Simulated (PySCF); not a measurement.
H$_{2}$AlO$_{2}$, doublet, geometry from GFN2-xTB (such geometries of metal compounds can be far from the true shape) (the spin is typed, not shown lowest). Base run: HF/6-31+G* (PySCF).

Here is a job for PySCF.
```python
from pyscf import gto, scf, solvent

mol = gto.Mole()
mol.atom = '''
    Al    0.02548477   -0.26116017   -0.02253997
    O     1.18195160    0.36364511   -1.03551232
    H     1.82709046    0.77130473   -1.60055557
    O    -1.21245260   -0.05108024    1.06248888
    H    -1.91438456    0.12325855    1.67776272
'''
mol.basis = '6-31+g*'
mol.spin = 1
mol.verbose = 4
mol.build()

mf = scf.UHF(mol)
mf.kernel()
mf.analyze()
```

Each row names what was changed in the base input (with any setting that the change needs).

| change | ΔE vs base (kcal/mol) | dipole (D) |
|---|---|---|
| base | 0.000 | 1.80 |
| model = IEF-PCM; solvent = water; lebedev_order = 41 | -7.34 | 2.21 |
| model = ddCOSMO; solvent = water | -4.38 | 2.14 |
| model = C-PCM; solvent = water | -7.36 | 2.21 |
| model = IEF-PCM; solvent = tetrahydrofuran | -5.94 | 2.12 |
| model = IEF-PCM; solvent = water; vdw_scale = 1.1 | -10.80 | 2.24 |
| model = COSMO; solvent = water | -7.31 | 2.21 |
| model = IEF-PCM; solvent = water; vdw_scale = 1.0 | -16.62 | 2.27 |
| model = IEF-PCM; solvent = 2-propanol | -6.84 | 2.18 |
| model = IEF-PCM; solvent = water; vdw_scale = 1.4 | -3.77 | 2.15 |
| model = IEF-PCM; solvent = water; lebedev_order = 11 | -6.92 | 2.19 |
| model = IEF-PCM; solvent = water; r_probe = 0.5 | -2.43 | 2.11 |

The base is the gas phase, so ΔE is the electrostatic part of solvation at a fixed geometry, without cavity and dispersion terms.

Open shells are given as the SCF converged; they aren't shown to be the lowest states, and a large step between rows can be another state.
